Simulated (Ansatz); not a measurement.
Start from `CC/C=C/S` and change one atom or group (the configuration at the double bond changes too) to get `S/C=[CH]\[InH2]`.

Ansatz, PBE0-D4/def2-TZVP geometries, multiplicity 1. Each molecule was computed in one conformer, which needn't be the lowest.

Elements past krypton have def2 core potentials.

```
                                          property  `CC/C=C/S`
               LUMO energy (B3LYP/def2-TZVPP) / eV        0.01
               HOMO–LUMO gap (PBE/def2-TZVPP) / eV        4.42
               HOMO energy (B3LYP/def2-TZVPP) / eV       -6.01
                 LUMO energy (PBE/def2-TZVPP) / eV       -0.74
size of the dipole moment (ωB97M-V/def2-TZVPP) / D        1.28
              HOMO–LUMO gap (PBE0/def2-TZVPP) / eV        6.45
```

Problem. Give the same properties after the change, and the shifts. (Best estimate.)

Solution. The calculation gave: 
```csv
property,`S/C=[CH]\[InH2]`,shift
LUMO energy (B3LYP/def2-TZVPP) / eV,-2.22,-2.23
HOMO–LUMO gap (PBE/def2-TZVPP) / eV,2.90,-1.52
HOMO energy (B3LYP/def2-TZVPP) / eV,-6.41,-0.40
LUMO energy (PBE/def2-TZVPP) / eV,-2.70,-1.96
size of the dipole moment (ωB97M-V/def2-TZVPP) / D,0.63,-0.65
HOMO–LUMO gap (PBE0/def2-TZVPP) / eV,4.64,-1.81
```

With PBE0 the HOMO falls by 0.40 eV and the LUMO falls by 2.20 eV, so the gap narrows by about 1.80 eV. PBE moves the HOMO by -0.45 eV and ωB97M-V by -0.35 eV. The zero-point energy changes by -144.4 kJ/mol with -12 modes. Dipoles are sizes alone; their direction can turn.

Positive LUMOs are unbound, so they and the gaps depend on the basis.

B3LYP here is the variant with VWN-RPA as its local correlation; programs differ in this.
